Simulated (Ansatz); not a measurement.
Cost and result for the atomization energy of C2H9GaN2S (`C[N](C)[Ga]([NH2])[SH]`) (15 atoms, 14 bonds).

Cartesian coordinates in Å:
```
C -0.7301 0.9983 -1.2983
N 0.2324 0.1863 -0.6045
C 1.4505 -0.0145 -1.3418
Ga -0.0641 -0.5234 1.0398
N -1.6501 -0.2735 1.9005
S 1.5246 -1.7975 1.8863
H -1.6477 1.1077 -0.7157
H -1.0091 0.5573 -2.2670
H -0.3430 2.0084 -1.5014
H 1.9570 0.9381 -1.5580
H 1.2639 -0.5100 -2.3063
H 2.1502 -0.6387 -0.7817
H -1.7248 -0.4797 2.8829
H -2.2441 0.5029 1.6580
H 0.8344 -2.0616 3.0073
```

The species carries charge 0 and has multiplicity 1. Correlated methods include outer-core shells of Ga, which these sets cover unevenly. Scalar relativity is left out up to krypton. All single points use the PBE0-D4/def2-TZVP geometry. It is one conformer, not always the lowest. Program: Ansatz. All runs use 2 threads of an AMD EPYC 7R13 on a shared host and a share of an NVIDIA H100 80 GB. Times are those of one run each, without the atoms' runs, and a repeat can differ threefold. Electronic energies, without spin–orbit coupling; frozen cores. CCSD(T)/CBS adds CCSD(T) − MP2 in def2-TZVPP to the MP2 limit, and its time is that of the two runs behind it. T1 = 0.012. With those shells the extrapolation isn't a true limit. B3LYP takes the VWN-RPA correlation (the form of Gaussian; ORCA's B3LYP/G).

CCSD(T)/CBS is a level of theory with its own doubt, some kJ/mol a heavy atom from the limit and from the frozen cores, so smaller differences don't rank the functionals.

| level | functions | wall time | atomization (kcal/mol) | difference from CCSD(T)/CBS | per bond |
| --- | --- | --- | --- | --- | --- |
| PBE-D4/def2-TZVPP (with forces) | 340 | 8.5 s | 1274.6 | 20.5 | 1.5 |
| r2SCAN-D4/def2-TZVPP (with forces) | 340 | 9.5 s | 1249.9 | -4.2 | -0.3 |
| B3LYP-D4/def2-TZVPP (with forces) | 340 | 9.5 s | 1250.9 | -3.2 | -0.2 |
| PBE0-D4/def2-TZVPP | 340 | 11 s | 1252.9 | -1.2 | -0.1 |
| ωB97X-V/def2-TZVPP | 340 | 11 s | 1257.7 | 3.6 | 0.3 |
| ωB97M-V/def2-TZVPP (with forces) | 340 | 12 s | 1254.3 | 0.2 | 0.0 |
| B2PLYP/def2-TZVPP | 340 | 13 s | 1236.2 | -17.9 | -1.3 |
| MP2/def2-QZVPP | 657 | 17 s | 1255.0 | 0.9 | 0.1 |
| CCSD(T)/def2-TZVPP | 340 | 25 s | 1220.0 | -34.1 | -2.4 |
| CCSD(T)/CBS(def2) | – | 41 s | 1254.1 | 0.0 | 0.0 |

From PBE to PBE0 (25 % exact exchange), in def2-TZVPP and without D4, the atomization energy moves by −20.5 kcal/mol: exact exchange takes away binding that semilocal exchange gives to molecules. In def2-TZVPP, CCSD(T) changes the Hartree–Fock value by +343.7 kcal/mol (the triples alone add +19.6 kcal/mol) and MP2 by +358.5 kcal/mol; breaking electron pairs costs correlation energy, which Hartree–Fock lacks. The D4 term adds +14.0 kcal/mol with B3LYP and +7.5 kcal/mol with PBE0; it sums over pairs of atoms, weighted by their polarisabilities, and B3LYP, whose exchange is more repulsive, gets the larger term.
